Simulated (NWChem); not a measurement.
Everything below was run with NWChem. System: HGa, charge 0, spin multiplicity 1, at a geometry optimised with PBE0/def2-SVP. The structure started from a generated list of species. Level: MP2/def2-TZVP, 9 core orbitals frozen.

Job file:

```
start mol
memory heap 200 mb stack 900 mb global 1100 mb
geometry units angstroms nocenter noautoz
  Ga     0.000000     0.000000     0.052576
  H      0.000000     0.000000    -1.629851
  symmetry group C2v
end
basis spherical
  * library def2-tzvp
end
scf
  rhf
  nopen 0
  maxiter 100
  thresh 1e-7
  semidirect memsize 60000000 filesize 0
end
mp2
  freeze core 9
end
task mp2 energy
```

Output (cleaned and shortened):

```
             Northwest Computational Chemistry Package (NWChem) 7.3.0
             --------------------------------------------------------

                                NWChem Input Module
                                -------------------

 Scaling coordinates for geometry "geometry" by  1.889725989
 (inverse scale =  0.529177249)

 Turning off AUTOSYM since
 SYMMETRY directive was detected!

                             Geometry "geometry" -> ""
                             -------------------------

 Output coordinates in angstroms (scale by  1.889725989 to convert to a.u.)

  No.       Tag          Charge          X              Y              Z
 ---- ---------------- ---------- -------------- -------------- --------------
    1 Ga                  31.0000     0.00000000     0.00000000     0.05257600
    2 H                    1.0000     0.00000000     0.00000000    -1.62985100

 Effective nuclear repulsion energy (a.u.)       9.7504942081

            Nuclear Dipole moment (a.u.)
            ----------------------------
        X                 Y               Z
 ---------------- ---------------- ----------------
     0.0000000000     0.0000000000     0.0000094486

      Symmetry information
      --------------------

 Group name             C2v
 Group number             16
 Group order               4
 No. of unique centers     2

      Symmetry unique atoms

     1    2


 Summary of "ao basis" -> "" (spherical)
 ------------------------------------------------------------------------------
       Tag                 Description            Shells   Functions and Types
 ---------------- ------------------------------  ------  ---------------------
 *                         def2-tzvp                  on all atoms

 Summary of "ao basis" -> "ao basis" (spherical)
 ------------------------------------------------------------------------------
       Tag                 Description            Shells   Functions and Types
 ---------------- ------------------------------  ------  ---------------------
 Ga                        def2-tzvp                16       48   6s5p4d1f
 H                         def2-tzvp                 4        6   3s1p

                                 NWChem SCF Module
                                 -----------------

  ao basis        = "ao basis"
  functions       =    54
  atoms           =     2
  closed shells   =    16
  open shells     =     0
  charge          =   0.00
  wavefunction    = RHF
  use symmetry    = T
  symmetry adapt  = T

 Summary of "ao basis" -> "ao basis" (spherical)
 ------------------------------------------------------------------------------
       Tag                 Description            Shells   Functions and Types
 ---------------- ------------------------------  ------  ---------------------
 Ga                        def2-tzvp                16       48   6s5p4d1f
 H                         def2-tzvp                 4        6   3s1p

      Symmetry analysis of basis
      --------------------------

        a1         25
        a2          5
        b1         12
        b2         12

 Forming initial guess at       0.0s

      Superposition of Atomic Density Guess
      -------------------------------------

 Sum of atomic energies:       -1923.72449348

      Non-variational initial energy
      ------------------------------

 Total energy =   -1923.637781
 1-e energy   =   -2704.783401
 2-e energy   =     771.395125
 HOMO         =      -0.194790
 LUMO         =      -0.004823
[...]
 Vector   16  Occ=2.000000D+00  E=-2.956610D-01  Symmetry=a1
              MO Center=  5.6D-15, -5.0D-15,  5.1D-02, r^2= 3.0D+00
   Bfn.  Coefficient  Atom+Function         Bfn.  Coefficient  Atom+Function
  ----- ------------  ---------------      ----- ------------  ---------------
     6      0.460500  1 Ga s                  5      0.358015  1 Ga s
    18      0.305247  1 Ga pz                21      0.270016  1 Ga pz
    51     -0.234101  2 H  s                 50     -0.211463  2 H  s
     4     -0.170512  1 Ga s

 Vector   17  Occ=0.000000D+00  E= 3.366410D-02  Symmetry=b1
              MO Center= -8.4D-15,  3.2D-28,  3.2D-02, r^2= 4.5D+00
   Bfn.  Coefficient  Atom+Function         Bfn.  Coefficient  Atom+Function
  ----- ------------  ---------------      ----- ------------  ---------------
    19      0.827871  1 Ga px                16      0.256906  1 Ga px

 Vector   18  Occ=0.000000D+00  E= 3.366410D-02  Symmetry=b2
              MO Center= -4.4D-28,  1.2D-14,  3.2D-02, r^2= 4.5D+00
   Bfn.  Coefficient  Atom+Function         Bfn.  Coefficient  Atom+Function
  ----- ------------  ---------------      ----- ------------  ---------------
    20      0.827871  1 Ga py                17      0.256906  1 Ga py

 Vector   19  Occ=0.000000D+00  E= 1.601680D-01  Symmetry=a1
              MO Center= -4.6D-15,  6.4D-15,  2.7D-01, r^2= 6.4D+00
   Bfn.  Coefficient  Atom+Function         Bfn.  Coefficient  Atom+Function
  ----- ------------  ---------------      ----- ------------  ---------------
    51      2.032412  2 H  s                 21      1.764149  1 Ga pz
     6     -1.325776  1 Ga s

 center of mass
 --------------
 x =   0.00000000 y =   0.00000000 z =   0.05353638

 moments of inertia (a.u.)
 ------------------
          10.040400197740           0.000000000000           0.000000000000
           0.000000000000          10.040400197740           0.000000000000
           0.000000000000           0.000000000000           0.000000000000

  Mulliken analysis of the total density
  --------------------------------------

    Atom       Charge   Shell Charges
 -----------   ------   -------------------------------------------------------
    1 Ga  31    30.82   2.00  2.00  1.18  0.78  0.99  0.90  5.98  4.43  1.56  0.50  0.41  8.88  1.13 -0.01  0.06  0.01
    2 H    1     1.18   0.22  0.57  0.39  0.00

       Multipole analysis of the density wrt the origin
       ------------------------------------------------

     L   x y z        total         open         nuclear
     -   - - -        -----         ----         -------
     0   0 0 0     -0.000000      0.000000     32.000000

     1   1 0 0     -0.000000      0.000000      0.000000
     1   0 1 0      0.000000      0.000000      0.000000
     1   0 0 1      0.083228      0.000000      0.000009

     2   2 0 0    -11.809797      0.000000      0.000000
     2   1 1 0     -0.000000      0.000000      0.000000
     2   1 0 1      0.000000      0.000000      0.000000
     2   0 2 0    -11.809797      0.000000      0.000000
     2   0 1 1     -0.000000      0.000000      0.000000
     2   0 0 2    -18.080905      0.000000      9.792235

                   NWChem MP2 Semi-direct Energy/Gradient Module
                   ---------------------------------------------

  Basis functions       =     54
  Molecular orbitals    =     54
  Frozen core           =      9
  Frozen virtuals       =      0
  Active alpha occupied =      7
  Active beta occupied  =      7
  Active alpha virtual  =     38
  Active beta virtual   =     38
  Use MO symmetry       = T
  Use skeleton AO sym   = T

  AO/Fock/Back tols     =   1.0D-09  1.0D-09  1.0D-09

 GA uses MA = F    GA memory limited = T

 Available:
  local mem=  1.26D+08
 global mem=  1.44D+08
 local disk=  0.00D+00
  mp2_memr nvloc                    38
  nvloc new                    38
   1 passes of   7:        3145728                      19243                   1348090.
   1 passes of   7: M    126150720           G      144173368           F     123004992.

 Semi-direct pass number   1 of   1  for RHF alpha+beta  at        0.5s
  vrange nnbf                  1485
  mp2_eaftype                    10  avail_ma_in_mb                  1099
 EAF : mp2_eaftype filesize          10     674045.
  mp2_eaf for mointskh                     10
Node 0 wrote      3.2 Mb in      0.0 s     Agg I/O rate:  3758.0 Mb/s
 Done moints_semi at        1.4s
  mp2_eaftype                    10  avail_ma_in_mb                  1089
 EAF : mp2_eaftype filesize          10     674045.
  mp2_eaf for kh                    10
 Done maket at        1.4s
 Done multipass loop at        1.4s

          -------------------------------------------
          SCF energy               -1923.799283642960
          Correlation energy          -0.201260628905
          Singlet pairs               -0.116874198085
          Triplet pairs               -0.084386430820
          Total MP2 energy         -1924.000544271865
          -------------------------------------------

          ---------------------------------------------------
                    Spin Component Scaled (SCS) MP2
          Same spin pairs                     -0.056257620546
          Same spin scaling factor             0.333333333333
          Opposite spin pairs                 -0.145003008359
          Opposite spin scaling fact.          1.200000000000
          SCS-MP2 correlation energy          -0.192756150213
          Total SCS-MP2 energy             -1923.992039793172
          ---------------------------------------------------

 -----------------------
 Performance information
 -----------------------

 Timer overhead =  1.49D-07 seconds/call

               Nr. of calls         CPU time (s)                 Wall time (s)                GFlops
             ---------------    -------------------     ------------------------------   -------------------
Name         Min   Avg   Max    Min     Avg     Max     Min     Avg     Max   Mx/calls   Min     Max     Sum
mp2: moin     1     1     1   0.91    0.91    0.91     0.91    0.91    0.91    0.91      0.0     0.0     0.0
mp2: make     1     1     1   1.42E-2 1.42E-2 1.42E-2  1.42E-2 1.42E-2 1.42E-2 1.42E-2   0.0     0.0     0.0
mp2: tota     1     1     1   0.95    0.95    0.95     0.95    0.95    0.95    0.95      0.0     0.0     0.0

 The average no. of pstat calls per process was 3.00D+00
 with a timing overhead of 4.47D-07s

 Task  times  cpu:        1.4s     wall:        1.4s

 Total times  cpu:        1.4s     wall:        1.4s
```
